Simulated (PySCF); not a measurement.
# Electron correlation in I²⁺ (iodine, charge +2)

[Kr] 4d10 5s2 5p3, high-spin 4S determinant. Computed with PySCF 2.14 in aug-cc-pVQZ-PP with ECP28MDF (7s7p5d3f2g, 92 functions), with a scalar-relativistic core potential. Frozen: 4s2 4p6 4d10; 5 electrons correlated.

```csv
level,correlation energy (mhartree)
CCSD,-83.40
(T),-2.47
CCSD(T),-85.87
```

Diagnostics: T1 = 0.0022, D1 = 0.0048, largest double amplitude 0.043.

Problem. Is a single reference adequate?

Solution. Yes, within this model without spin-orbit coupling: T1 lies below 0.03 and no double amplitude reaches 0.07.
